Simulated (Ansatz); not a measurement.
`[NH2][Mo](=[O])(=[S])[Cl]` + NH₃ → `[NH2][Mo]([NH2])(=[O])=[S]` + HCl  (ligand exchange at a Mo–Cl bond)

Isolated molecules relaxed with PBE0-D4/def2-TZVP in Ansatz; ΔE leaves out vibrations. CCSD(T)/CBS is the MP2 limit (def2-TZVPP, def2-QZVPP) plus CCSD(T) − MP2 in def2-TZVPP, frozen cores. This one scheme is used for every species. DFT in def2-TZVPP. def2 core potentials past Kr. For Mo outer-core shells are correlated without core-valence functions, which leaves a few kJ/mol of doubt a bond. Each species was taken in one conformer, which may not be the lowest.

CCSD(T)/CBS gives +74.2 kJ/mol.

Problem. Another level gave +65.1 kJ/mol. Which?
A. MP2/def2-TZVPP
B. CAM-B3LYP-D4/def2-TZVPP
C. r2SCANh-D4/def2-TZVPP
D. B97M-V/def2-TZVPP

Solution. B. CAM-B3LYP-D4 65.1, r2SCANh-D4 72.7, B97M-V 77.2, MP2/def2-TZVPP 89.3 kJ/mol.

Largest T1 diagnostic among the species: 0.025, so the coupled-cluster value is less sure than usual.

At CCSD(T), def2-SVP lies −8.5 kJ/mol from the extrapolated value and def2-TZVPP −3.8 kJ/mol. Leaving LDA and LC-ωPBE aside and taking each functional with its dispersion term where it has one, the values, not all of them listed here, spread over 13.0 kJ/mol, from CAM-B3LYP-D4 to PBE-QIDH. LDA lies −8.3 kJ/mol from PBE without D4.
